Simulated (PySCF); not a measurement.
O2W, SMILES [O]=[W]=[O], multiplicity 1. Geometry: PBE-D3(BJ)/def2-TZVP. The spin state was assumed, not searched. The def2 effective core potentials stand for the cores of W; spin–orbit coupling is left out.

Method: PySCF 2.14.0 with PBE-D3(BJ)/def2-TZVP.

Harmonic wavenumbers (cm⁻¹): 369, 993, 1044. Rotational constants (GHz): 16.92, 8.871, 5.819; symmetry number 2.

Q: Work out the zero-point energy and the ideal-gas rigid-rotor harmonic-oscillator thermochemistry at 298.15 K and 1 atm.

A: ZPE = ½ Σ hcν = ½ × 2407 cm⁻¹ = 14.40 kJ/mol. H − E(el) = 25.39 kJ/mol. Entropy in J/(mol K): translation 175.78, rotation 92.24, vibration 5.26, total 273.28. G − E(el) = -56.09 kJ/mol. Cp = 42.68 J/(mol K).
